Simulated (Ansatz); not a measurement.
Geometry optimisation, RKS r2SCAN-D4/def2-SVP in Ansatz.

Input:

```yaml
crystal:
  periodic: [false, false, false]
  atoms:
    - { symbol: C, position_ang: [-1.6895, 1.1185, 1.8938] }
    - { symbol: C, position_ang: [-0.6579, 0.6687, 1.6899] }
    - { symbol: O, position_ang: [0.5406, 0.1162, 1.4597] }
    - { symbol: Sn, position_ang: [1.0098, -0.8606, -0.234] }
    - { symbol: "N", position_ang: [0.6624, 0.3946, -1.8443] }
    - { symbol: H, position_ang: [-2.6897, 1.611, 2.0482] }
    - { symbol: H, position_ang: [2.6109, -1.4582, -0.2245] }
    - { symbol: H, position_ang: [-0.1334, -2.2028, -0.3734] }
    - { symbol: H, position_ang: [1.46803, 0.35063, -2.40371] }
    - { symbol: H, position_ang: [0.55875, 1.3633, -1.4551] }
basis:
  gaussian: { orbitals: def2-SVP }
hamiltonian:
  xc: r2scan
  dispersion: d4
relax:
  f_tol: 0.015
  max_steps: 40
output:
  orbitals: {}
```

Launched with:

```bash
$ ansatz run input.yaml --threads 2 --pin off --max-ram 3072MiB --backend cpu --events-out ev --progress --plain --runs-dir out
```

Question: Where does it end, and by what steps?

Answer: It converged. After 15 steps the energy has fallen by 0.820 eV; H9 moved furthest, 1.08 Å. The start is strongly strained (largest force component 10 eV/Å).

| step | energy less start (eV) | largest force component (eV/Å) | accepted |
| --- | --- | --- | --- |
| 0 | 0.0000 | 10.320 | yes |
| 1 | -0.6021 | 1.065 | yes |
| 2 | -0.6792 | 0.829 | yes |
| 3 | -0.7114 | 1.014 | yes |
| 4 | -0.7847 | 0.299 | yes |
| 5 | -0.8096 | 0.125 | yes |
| 6 | -0.8136 | 0.110 | yes |
| 7 | -0.8179 | 0.020 | yes |
| 8 | -0.8186 | 0.030 | yes |
| 9 | -0.8187 | 0.063 | yes |
| 10 | -0.8190 | 0.034 | yes |
| 11 | -0.8192 | 0.019 | yes |
| 12 | -0.8194 | 0.019 | yes |
| 13 | -0.8194 | 0.032 | yes |
| 14 | -0.8195 | 0.019 | yes |
| 15 | -0.8195 | 0.006 | yes |

```xyz
10
Properties=species:S:1:pos:R:3
C -1.480 1.235 1.667
C -0.448 0.585 1.621
O 0.638 -0.098 1.540
Sn 0.987 -1.011 -0.289
N 0.757 0.364 -1.753
H -2.379 1.808 1.780
H 2.612 -1.486 -0.133
H -0.230 -2.194 -0.419
H 1.409 1.145 -1.681
H -0.186 0.755 -1.777
```

Whether the end is a true minimum wasn't checked by a vibrational analysis.

Run time: 68 s on 2 threads of Arm Neoverse V2 (shared host), peak memory 0.17 GiB.
